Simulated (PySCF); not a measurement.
## Vertical excitation energies

Species: C6H9FNO (charge +1).
SMILES: `C(CC#[N+]COC)(=C)F`

Method used: TDDFT B3LYP/def2-SVPD, vertical, gas phase, core orbitals frozen in the response in PySCF 2.14.0, density-fitted response routines. Geometry: PBE0-D3(BJ)/def2-SVP, one conformer, isolated ion. Torsions of this conformer, `[CH2:1]=[C:2]([F:3])[CH2:4][C:5]#[N+:6][CH2:7][O:8][CH3:9]`: C1–C2–C4–C5 -129°, N6–C7–O8–C9 -77°.

**Question.** What does the calculation give for the low-lying excited states?

**Answer.** 

| state | E (eV) | E (hartree) | f | main configurations (H = HOMO, L = LUMO) |
| --- | --- | --- | --- | --- |
| S1 | 4.50 | 0.1654 | 0.025 | H→L (99%) |
| S2 | 4.89 | 0.1795 | 0.0008 | H→L+1 (100%) |
| S3 | 5.39 | 0.1980 | 0.026 | H-1→L (99%) |
| S4 | 5.75 | 0.2113 | 0.0015 | H-1→L+1 (100%) |
| S5 | 6.27 | 0.2305 | 0.012 | H-2→L (96%) |
| S6 | 6.78 | 0.2490 | 0.042 | H-2→L+1 (96%) |

The lowest singlet comes at 276 nm (434 kJ/mol) in the ultraviolet; it is weak; its leading configuration is HOMO→LUMO (99%). The strongest level in the table is S6 at 6.78 eV (183 nm, f = 0.042). It is the last of those listed, so stronger ones may follow. Löwdin shares by element: HOMO carbon 76% or more, fluorine 15%; LUMO carbon 51% or more, nitrogen 32% (atoms not listed hold the other 17%). Weighted by f, the mean energy of these states is 5.83 eV. The listed states span 2.28 eV, and the widest gap between neighbours is 0.52 eV (S4 to S5). The oscillator strengths of these states sum to 0.108; summed over the whole spectrum of an exact calculation they would give the number of electrons, 68 (Thomas–Reiche–Kuhn). Only the lowest 6 singlets were computed, as vertical energies without vibronic structure.
